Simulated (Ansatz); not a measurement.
C2H5AlClF can be A, `[F][AlH][CH2]CCl`, or B, `C[CH2][Al]([F])[Cl]`.

Computed with Ansatz on PBE0-D4/def2-TZVP structures; ΔE is electronic, products minus reactants. CBS: MP2 limit from def2 TZ/QZ plus the TZ coupled-cluster correction, frozen cores. DFT in def2-TZVPP. B3LYP here is the variant with VWN-RPA as its local correlation; programs differ in this. Each species was taken in one conformer, which may not be the lowest.

Task: Which is lower in electronic energy at CCSD(T)/CBS, and by how much? (An estimate is asked.)

Result: The calculation gave: B, by 53.2 kcal/mol.

Task: Give E(B) − E(A) in kcal/mol with LDA (SPW92), B3LYP, B3LYP-D4, MP2/def2-TZVPP, ωB97M-V, CCSD(T)/def2-SVP, CCSD(T)/def2-TZVPP. (Best estimate.)

Result: The calculation gave: LDA (SPW92) -50.3, B3LYP -52.4, B3LYP-D4 -52.3, MP2/def2-TZVPP -54.1, ωB97M-V -52.9, CCSD(T)/def2-SVP -54.4, CCSD(T)/def2-TZVPP -53.0. None reverses the order clearly.

Task: Does the order hold for the free energy at 298.15 K (harmonic terms from PBE0-D4)? (Estimate.)

Result: Computed: Yes: G(B) − G(A) = -51.1 kcal/mol, for one conformer each. Modes under 60 cm⁻¹, often nearly free rotors, make the harmonic entropy too high.

Largest T1 diagnostic: 0.011.

Leaving LDA and LC-ωPBE aside and taking each functional with its dispersion term where it has one, the values, not all of them listed here, spread over 4.3 kcal/mol, from r2SCAN0-D4 to revPBE-D4. At CCSD(T), def2-SVP lies −1.2 kcal/mol from the extrapolated value and def2-TZVPP +0.1 kcal/mol.
